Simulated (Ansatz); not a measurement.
Input file for Ansatz (a quantum-chemistry and plane-wave program): U-CCSD(T)/cc-pV(D+d)Z on SiN, 2S+1 = 2, a point of a bond scan (R = 1.411 Å). Files ending in .json are basis or fitting sets from the Basis Set Exchange.

Ansatz 0.2 input:
```yaml
crystal:
  periodic: [false, false, false]
  atoms:
    - {symbol: Si, position_ang: [-0.00000000, -0.00000000, -0.52249227]}
    - {symbol: N, position_ang: [0.00000000, 0.00000000, 0.88823687]}
basis:
  gaussian:
    orbitals: cc-pV_D+d_Z.json
magnetization: {spin_polarized: true, initial_magnetization: 1}
correlation: {method: ccsd_t, electrons: outside_noble_gas}
scf: {omitted_lower_state_checks: [cluster_reference]}
```

Output:

```
WARN ansatz: RAYON_NUM_THREADS=1 ignored (pool sized by the plan → 1); use --threads N
Functional definition: HF
these checks for a lower state are left out or cut short: cluster_reference
integrals: 0.01 GiB planned
394 factors; integrals over basis functions are off by at most 9.3e-4 eV
mean field: 0.07 GiB planned
mean field evaluation 1: about -9334.0426 eV, gradient 3.2e1 eV
mean field evaluation 2: about -9334.0458 eV, gradient 3.2e1 eV
mean field evaluation 4: about -9339.6015 eV, gradient 3.3e0 eV
mean field evaluation 8: about -9340.2597 eV, gradient 4.4e-1 eV
mean field evaluation 16: about -9340.2716 eV, gradient 2.0e-6 eV
mean field evaluation 32: about -9339.7674 eV, gradient 5.8e0 eV
mean field evaluation 64: about -9339.7798 eV, gradient 2.6e-2 eV
mean field -9340.27158214 eV, -343.2486495803 hartree, gradient 2.0e-6 eV, S^2 0.863454; 7 other end points of the search recorded, 0 dependent functions left out
6 core orbitals not correlated
reference -9340.27158214 eV, -343.2486495803 hartree; 5, 4 occupied and 26, 27 virtual orbitals, 394 factors
second order -5.52449106 eV of doubles, -0.00000000 eV of singles
coupled cluster: 0.07 GiB planned
cycle   1  -5.79589114 eV  change   -2.7e-1 eV  update   1.0e-1
cycle   2  -6.09540772 eV  change   -3.0e-1 eV  update   4.4e-2
cycle   3  -6.23728141 eV  change   -1.4e-1 eV  update   3.6e-2
cycle   4  -6.29068111 eV  change   -5.3e-2 eV  update   2.1e-2
cycle   5  -6.31807889 eV  change   -2.7e-2 eV  update   9.2e-3
cycle   6  -6.32387369 eV  change   -5.8e-3 eV  update   4.4e-3
cycle   7  -6.32311671 eV  change    7.6e-4 eV  update   2.0e-3
cycle   8  -6.32496956 eV  change   -1.9e-3 eV  update   1.1e-3
cycle   9  -6.32428519 eV  change    6.8e-4 eV  update   4.4e-4
cycle  10  -6.32459177 eV  change   -3.1e-4 eV  update   1.7e-4
cycle  11  -6.32455547 eV  change    3.6e-5 eV  update   7.2e-5
cycle  12  -6.32448372 eV  change    7.2e-5 eV  update   2.8e-5
cycle  13  -6.32445794 eV  change    2.6e-5 eV  update   1.0e-5
cycle  14  -6.32445584 eV  change    2.1e-6 eV  update   2.5e-6
coupled cluster: 0.07 GiB planned
perturbative correction -0.28374001 eV, -0.0104272529 hartree
Total energy: -9346.87977799 eV, -343.4914962985 hartree
Checks for a lower state left out: cluster_reference
```

The calculation finished and met its thresholds. Its determinant has ⟨S²⟩ = 0.86, a mixture of spin states.

Cost: roughly 1.0 core-seconds.
